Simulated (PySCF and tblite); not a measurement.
Values are calculated unless marked as measured or tabulated.
C₇H₁₂Si, numbered as in [SiH3:1][C@H:2]1[CH2:3][C@H:4]2[CH:5]=[CH:6][C@@H:7]1[CH2:8]2.

Free energies: B3LYP-D3(BJ)/def2-SVP (IEF-PCM, acetonitrile) on GFN2-xTB structures plus GFN2-xTB thermal terms, symmetry and mirror images included. Conformers within 2.5 kcal/mol (GFN2-xTB free energy) were kept, 2 at most. GIAO shieldings: mPW1PW91/pcSseg-1 (IEF-PCM, acetonitrile). Shifts are against TMS (¹H), TMS (¹³C), TMS (²⁹Si) at the same level; of two unlike H on one atom, a is the less shielded. Codes: tblite and PySCF.

Q: What shifts does this protocol give at 298.15 K under fast conformational exchange?

A: ¹H: 6.47 (H5, 1H), 6.45 (H6, 1H), 3.55 (H1, 3H), 2.89 (H4, 1H), 2.88 (H7, 1H), 2.14 (H3a, 1H), 1.49 (H8a, 1H), 1.47 (H2, 1H), 1.21 (H8b, 1H), 0.86 (H3b, 1H) ppm. ¹³C: 145.9 (C5), 144.2 (C6), 55.8 (C8), 49.3 (C7), 46.9 (C4), 30.4 (C3), 20.9 (C2) ppm. ²⁹Si: -66.7 (Si1) ppm.

Unscaled ²⁹Si shifts at such levels can be off by tens of ppm; differences between conformers or isomers are more reliable. Shifts are unscaled: against experiment ¹³C can be off by 15 ppm or more and ¹H by 0.8 ppm.
